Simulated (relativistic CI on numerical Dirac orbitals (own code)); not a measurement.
## Cu4+ in a cubic cluster: 2p photoemission with charge transfer

Computed with a charge-transfer multiplet model of a cubic metal-ligand cluster with up to 3 ligand holes, Slater and spin-orbit integrals from Dirac-Coulomb-Breit ions, Slater integrals scaled by 0.9. The ground state mixes d7 with configurations of k ligand holes L, whose averages lie at kΔ + k(k − 1)U_dd/2; a core hole lowers each added d electron by U_cd. 300 K, Lorentzian 0.6 eV and Gaussian 0.8 eV FWHM.

Atomic integrals in eV (Slater integrals scaled, ζ unscaled), ground: F2dd 13.318, F4dd 8.350, zeta_d 0.120; with the core hole: F2dd 14.765, F4dd 9.299, zeta_d 0.162, zeta_core 13.365, F2cd 9.081, G1cd 7.133, G3cd 4.063.

Cluster parameters (eV): Δ = -1.8, U_dd = 8, U_cd = 9.9, 10Dq(ligand) = 1.3, V(eg) = 2.9, V(t2g) = -1.36, final-state hopping factor = 1.

| Case | n_d | d7 | d8L | d9L2 | d10L3 | S |
| --- | --- | --- | --- | --- | --- | --- |
| 10Dq = 0.6 eV | 7.97 | 0.20 | 0.64 | 0.16 | 0.01 | 0.53 |
| 10Dq = 0.9 eV | 7.96 | 0.20 | 0.64 | 0.15 | 0.01 | 0.52 |
| 10Dq = 1.5 eV | 7.93 | 0.22 | 0.63 | 0.14 | 0.00 | 0.51 |
| 10Dq = 1.8 eV | 7.92 | 0.23 | 0.63 | 0.14 | 0.00 | 0.51 |
| 10Dq = 2.4 eV | 7.90 | 0.24 | 0.63 | 0.13 | 0.00 | 0.50 |

Weights, n_d and S are thermal averages at 300 K. Binding energies count from the first peak over 30 % of the highest in each spectrum, which can be another peak from case to case. The parameters are a model scan and need not match a compound or its usual spin state. Peaks in eV (height, largest 100):
- 10Dq = 0.6 eV: 0.0 (100), 6.8 (8), 9.2 (33), 16.9 (9), 20.8 (45), 22.9 (9), 29.9 (18), 36.6 (5)
- 10Dq = 0.9 eV: 0.0 (100), 6.8 (7), 9.2 (33), 16.9 (8), 20.8 (47), 23.1 (7), 29.9 (18)
- 10Dq = 1.5 eV: 0.0 (100), 6.7 (7), 9.1 (33), 16.9 (8), 20.8 (48), 23.7 (6), 29.8 (18)
- 10Dq = 1.8 eV: 0.0 (100), 6.7 (7), 9.1 (33), 16.8 (8), 20.8 (48), 23.8 (6), 29.8 (18)
- 10Dq = 2.4 eV: 0.0 (100), 6.8 (7), 9.1 (33), 16.8 (7), 20.8 (49), 24.0 (5), 29.7 (18)

Curve for 10Dq = 0.9 eV (points under 2 left out, the grid thinned):

| E (eV) | Intensity |
| --- | --- |
| -3.0 | 2.1 |
| -2.1 | 4.2 |
| -1.3 | 12.5 |
| -0.4 | 74.8 |
| 0.4 | 82.7 |
| 1.3 | 26.6 |
| 2.1 | 8.4 |
| 3.0 | 6.4 |
| 3.8 | 5.5 |
| 4.7 | 4.5 |
| 5.5 | 4.9 |
| 6.4 | 7.1 |
| 7.2 | 7.3 |
| 8.1 | 12.2 |
| 8.9 | 30.3 |
| 9.8 | 23.3 |
| 10.6 | 14.2 |
| 11.5 | 7.6 |
| 12.3 | 4.6 |
| 13.2 | 2.7 |
| 14.0 | 2.2 |
| 14.9 | 3.0 |
| 15.8 | 5.7 |
| 16.6 | 8.0 |
| 17.5 | 7.0 |
| 18.3 | 3.7 |
| 19.2 | 5.2 |
| 20.0 | 22.1 |
| 20.9 | 45.6 |
| 21.7 | 19.6 |
| 22.6 | 7.1 |
| 23.4 | 7.0 |
| 24.3 | 4.8 |
| 25.1 | 4.5 |
| 26.0 | 4.6 |
| 26.8 | 3.4 |
| 27.7 | 2.6 |
| 28.5 | 4.7 |
| 29.4 | 15.2 |
| 30.2 | 16.8 |
| 31.1 | 7.9 |
| 31.9 | 3.4 |
| 35.8 | 2.9 |
| 36.6 | 4.9 |
| 37.5 | 2.3 |

For the case 10Dq = 1.5 eV, Δ = -1.8 eV is smaller than U_dd = 8 eV, the charge-transfer side of the Zaanen-Sawatzky-Allen scheme (negative Δ: between configuration averages a ligand hole costs less than the nominal valence; multiplet and field energies can change this for the lowest states). With the core hole the average of the configuration with one ligand hole lies at Δ − U_cd = -11.7 eV before mixing: it lies below the unscreened one, so the lowest final states are mostly screened and the unscreened weight appears at higher binding energy as a satellite.
